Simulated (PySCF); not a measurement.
Species: C5H12P2.
Numbering: `[CH3:1][P:2]([CH2:3][PH2:4])[CH:5]1[CH2:6][CH2:7]1` (hydrogens: H8, H9, H10 on C1; H11, H12 on C3; H13, H14 on P4; H15 on C5; H16, H17 on C6; H18, H19 on C7)

Torsions of this conformer, `[CH3:1][P:2]([CH2:3][PH2:4])[CH:5]1[CH2:6][CH2:7]1`: C1–P2–C3–P4 83°, C1–P2–C5–C6 -95°, H–P4–C3–P2 -48°, H–P4–C3–P2 44°.

The closed-shell ground state was solved at several levels (PySCF, density fitting, gas phase, non-relativistic). One conformer (not necessarily the lowest) at the GFN2-xTB geometry, without solvent, vibrations or thermal averaging.

```
         level  basis functions  HOMO (eV)  LUMO (eV)  gap (eV)  dipole (D)
 PBE0/pcSseg-1              193      -6.81       0.59      7.40        1.81
PBE0/def2-SVPD              244      -6.74       0.42      7.16        1.82
```

(1) What might B3LYP/def2-SVPD (244 basis functions) give for the same quantities?

(2) Over all these levels, which gives the widest orbital gap and which the narrowest?

(3) How far do the dipole and the HOMO energy spread over the levels?

## Answers

(1) HOMO -6.55 eV, LUMO 0.18 eV, gap 6.73 eV, dipole 1.73 D.

(2) PBE0/pcSseg-1 (global hybrid, 25 % exact exchange) has the widest, 7.40 eV, and B3LYP/def2-SVPD (global hybrid, 20 % exact exchange) the narrowest, 6.73 eV. Functional and basis both differ between the two, so the spread mixes both effects.

(3) The dipole runs from 1.73 to 1.82 D (mean 1.79 D) and the HOMO from -6.81 to -6.55 eV.
